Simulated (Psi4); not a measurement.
A dimer, CH2O2 ··· H6Si2 (SMILES O=CO and [SiH3][SiH3]); the first 5 atoms form monomer A.

```
13

O      0.7742    -0.5652     0.1739
C     -0.4210     0.0120    -0.0361
O     -0.5940     1.1709    -0.2795
H      1.4543     0.1244     0.0923
H     -1.2135    -0.7422     0.0494
Si     4.6488     2.1209     3.9887
Si     2.4038     1.8470     3.3718
H      5.5417     1.6960     2.8831
H      4.9264     3.5439     4.3018
H      4.9565     1.3031     5.1873
H      2.0960     2.6647     2.1732
H      1.5109     2.2719     4.4773
H      2.1262     0.4240     3.0586
```

Q: What interaction energy does SAPT0/jun-cc-pVDZ, frozen core (Psi4 1.11) give, and which attractive term is the largest?

A: Total -0.17 kcal/mol: electrostatics 0.03, exchange 0.35, induction -0.06, dispersion -0.50. The most attractive term is dispersion.
